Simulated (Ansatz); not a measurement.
Input for Ansatz (a quantum-chemistry and plane-wave program): R-r2SCAN/def2-TZVPP on CH6SiTe (SMILES C[Te][SiH3]), a point of a torsion scan. Elements past Kr take the def2 small-core potentials; no spin–orbit coupling.

Ansatz 0.2 input:
```yaml
crystal:
  periodic: [false, false, false]
  atoms:
    - {symbol: C, position_ang: [1.70894242, -0.13206459, 0.14827914]}
    - {symbol: Te, position_ang: [0.40376531, 0.80880434, -1.29512642]}
    - {symbol: Si, position_ang: [-1.67269305, 0.13137930, -0.09453936]}
    - {symbol: H, position_ang: [1.48210210, -1.18615986, 0.23090938]}
    - {symbol: H, position_ang: [2.72846217, -0.01501653, -0.18991221]}
    - {symbol: H, position_ang: [1.60321409, 0.33512540, 1.11777647]}
    - {symbol: H, position_ang: [-2.23159266, 1.21395806, 0.71493410]}
    - {symbol: H, position_ang: [-1.37352127, -0.99807967, 0.77856743]}
    - {symbol: H, position_ang: [-2.67354890, -0.25201873, -1.08323352]}
basis:
  gaussian:
    orbitals: def2-TZVPP
hamiltonian:
  xc: {name: r2SCAN}
scf: {lower_state_search: off}
```

Output:

```
WARN ansatz: RAYON_NUM_THREADS=1 ignored (pool sized by the plan → 1); use --threads N
Functional definition: r2SCAN
these checks for a lower state are left out or cut short: stability, starts, cluster_reference, orbital_swaps, neighbouring_geometries, increment
integrals: 0.12 GiB planned
1208 factors; their error is unknown
mean field: 0.85 GiB planned
mean field evaluation 1: about -16300.6669 eV, gradient 5.6e1 eV
mean field evaluation 2: about -16288.1178 eV, gradient 8.2e1 eV
mean field evaluation 4: about -16308.2562 eV, gradient 5.1e0 eV
mean field evaluation 8: about -16308.2968 eV, gradient 1.7e-1 eV
mean field evaluation 16: about -16308.1483 eV, gradient 5.6e-4 eV
mean field -16308.14833767 eV, -599.3133973493 hartree, gradient 4.0e-6 eV, S^2 0.000000; 0 other end points of the search recorded, 0 dependent functions left out
reference -16308.14835045 eV, -599.3133978192 hartree; 25, 25 occupied and 182, 182 virtual orbitals, 1208 factors
Total energy: -16308.14835045 eV, -599.3133978192 hartree
Checks for a lower state left out: stability, starts, cluster_reference, orbital_swaps, neighbouring_geometries, increment
```

Self-consistency was reached.

Cost: around 4 core-seconds (rough).
